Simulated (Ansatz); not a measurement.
A nudged elastic band was laid between two geometries of ClH + FGeH3O2 (9 atoms, charge 0, multiplicity 1).

These are results of RHF/def2-SVP (Ansatz), not measurements.

```
movable images  : 5
climbing image  : yes
spring          : 5.0 eV/Å²
optimiser       : quadratic models (default)
start path      : through a guess of the saddle point
force threshold : 0.05 eV/Å
iteration limit : 60
end points      : relaxed
```

First end point:

```xyz
9
Properties=species:S:1:pos:R:3
Ge -0.485 -0.366 0.142
H -1.066 -0.072 1.501
O 1.129 0.286 0.047
H 1.682 -0.021 -0.658
F -1.449 0.387 -1.065
O -0.416 -2.040 -0.314
H -1.078 -2.366 -0.907
Cl 2.327 2.440 2.275
H 1.960 1.627 1.356
```

Last end point:

```xyz
9
Properties=species:S:1:pos:R:3
Ge 0.007 0.706 -0.699
H 0.842 -1.383 2.842
O 1.647 0.567 -1.191
H 2.025 -0.301 -1.203
F -1.037 0.503 -2.033
O -0.354 -0.554 0.427
H -1.258 -0.714 0.657
Cl -0.356 2.646 0.060
H 1.087 -1.596 3.515
```

**Question.** Which bonds break or form, and what moves?

**Answer.** Bonds broken: Ge1–H2, Cl8–H9. Bonds formed: Ge1–Cl8, H2–H9. ClH + FGeH3O2 becomes ClFGeH2O2 + H2.

**Question.** What energy profile does the band end with?

**Answer.** The run converged. The highest image is number 3 of 0 to 6, 65.0 kcal/mol above the first end and 68.8 kcal/mol above the last; the last end lies 3.8 kcal/mol below the first. Neighbouring images differ by up to 2.7 eV, so the band resolves the path poorly. A vibrational analysis at the climbing image gives one clearly imaginary mode, 1392i cm⁻¹: a first-order saddle point. The orbitals stay closed-shell, which can raise the energy where a bond breaks towards radicals; this wasn't checked here.

```
image  path coordinate (Å)  energy (kcal/mol)  Ge1–H2 (Å)  Cl8–H9 (Å)  Ge1–Cl8 (Å)
    0                 0.00                0.0        1.51        1.28         4.51
    1                 2.02                1.2        1.51        1.28         3.79
    2                 4.04                4.0        1.51        1.27         3.59
    3                 6.06               65.0        1.73        1.66         2.52
    4                 7.98                3.0        3.00        2.61         2.12
    5                 9.90               -3.7        3.93        4.36         2.11
    6                11.82               -3.8        4.20        5.66         2.11
```

**Question.** What is the geometry of the highest image?

**Answer.** 
```xyz
9
Properties=species:S:1:pos:R:3
Ge 0.215 0.090 0.090
H 0.080 -0.183 1.794
O 1.795 0.116 -0.585
H 2.008 -0.689 -1.040
F -1.124 0.911 -0.563
O -0.272 -1.567 -0.179
H -1.189 -1.734 -0.338
Cl 0.763 2.218 1.323
H 0.328 0.713 1.873
```

The run took 4.3 min on 2 threads of Arm Neoverse V2, with other jobs on the host, peak memory 0.28 GiB.
